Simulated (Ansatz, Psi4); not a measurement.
Input for Psi4:
```
memory 2 GB

molecule mol {
0 3
Ge    0.001564    0.000384    0.052891
H    -0.068090   -1.286933   -0.835674
H     0.018035    1.274644   -0.856821
}

set {
  basis aug-cc-pvdz
  reference uks
  scf_type pk
  puream true
  d_convergence 1e-8
  dft_radial_points 99
  dft_spherical_points 590
}

energy('revpbe')
print_variables()
```

Task: Write the same job for Ansatz (a first-principles code).

Result: One answer among several that fit: 
Ansatz 0.2 input:
```yaml
crystal:
  periodic: [false, false, false]
  atoms:
    - {symbol: Ge, position_ang: [0.00156420, 0.00038405, 0.05289050]}
    - {symbol: H, position_ang: [-0.06808960, -1.28693347, -0.83567441]}
    - {symbol: H, position_ang: [0.01803519, 1.27464401, -0.85682148]}
basis:
  gaussian:
    orbitals: aug-cc-pVDZ
hamiltonian:
  xc: revpbe
magnetization: {spin_polarized: true, initial_magnetization: 2}
accuracy: high
```

Both were run: Psi4 gave -2077.916983 Eh and Ansatz -2077.916982 Eh, 0.000 mEh apart.
